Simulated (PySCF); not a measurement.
BiCl₂, SMILES [Cl][Bi][Cl], multiplicity 2. Atoms are numbered in the order given.

```xyz
3

Bi     0.0000     0.0000     0.4614
Cl     0.0000     1.8746    -1.1263
Cl     0.0000    -1.8746    -1.1263
```
Charge 0, spin multiplicity 2.

The structure is a stationary point at B3LYP-D3(BJ)/def2-TZVP. The spin state was assumed, not searched. The isomer is the one that the SMILES or the coordinates give; other isomers of the formula were not compared. The def2 effective core potentials stand for the cores of Bi; spin–orbit coupling is left out.

Calculation: B3LYP-D3(BJ)/def2-TZVP (PySCF 2.14.0).

Frequencies are harmonic and unscaled.

Computed vibrational spectrum:
```csv
mode,ν (cm⁻¹),IR (km/mol),moving atoms (share of kinetic energy)
1,102,1.7,"Cl 88 %, Bi 12 %"
2,315,67.7,"Cl 83 %, Bi 17 %"
3,333,24.6,"Cl 87 %, Bi 13 %"
```
